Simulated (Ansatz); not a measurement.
Z-matrix (Å, degrees):
```
In
F 1 1.9396
F 1 1.9489 2 121.99
F 1 1.9737 2 119.59 3 161.41
O 1 2.2738 2 112.50 4 87.10
H 5 0.9677 1 113.15 2 131.39
H 5 0.9766 6 106.53 1 -100.27
```
Charge 0, multiplicity 1.

Calculation: frozen-core CCSD(T)/def2-TZVPP // PBE0-D4/def2-SVP in Ansatz (a program for electronic structure).

```
Property                       Result
----------------------  -------------
HF energy               -563.83601 Ha
MP2 correlation energy    -1.29517 Ha
```

Question: Estimate the CCSD correlation energy, the (T) correction, the total energy and the T1 diagnostic.

Answer: 
```yaml
CCSD correlation energy: -1.28820 Ha
"(T) correction": -0.03863 Ha
CCSD(T) total energy: -565.16285 Ha
T1 diagnostic: 0.016
```
